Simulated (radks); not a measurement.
Problem. The mean radii <r> (bohr) of the occupied orbitals of an atom or ion are listed with their occupations. Calculated with a radial shooting solver on a logarithmic mesh with Libxc functionals: non-relativistic Kohn-Sham, PBE, spin-polarised, spherical densities, point nucleus.

| orbital | occ. | <r> |
|---|---|---|
| 1s | 2 | 0.02134 |
| 2s | 2 | 0.09036 |
| 2p | 6 | 0.07649 |
| 3s | 2 | 0.2305 |
| 3p | 6 | 0.2204 |
| 3d | 10 | 0.1939 |
| 4s | 2 | 0.5174 |
| 4p | 6 | 0.5267 |
| 4d | 10 | 0.5501 |
| 5s | 2 | 1.275 |
| 5p | 6 | 1.432 |
| 4f | 14 | 0.6908 |
| 6s | 2 | 3.495 |

Name the element and its charge. Open shells, if any, are filled with parallel spins first.

Solution. Z = 71, lutetium, charge +1: Lu+ in [Xe] 4f14 6s2. The 1s radius gives Z: for a bare nucleus <r> = 1.5/Z, 0.02113 bohr for Z = 71, and screening makes it slightly larger (0.02134 here). The occupations add up to 70, and the charge is Z minus that.
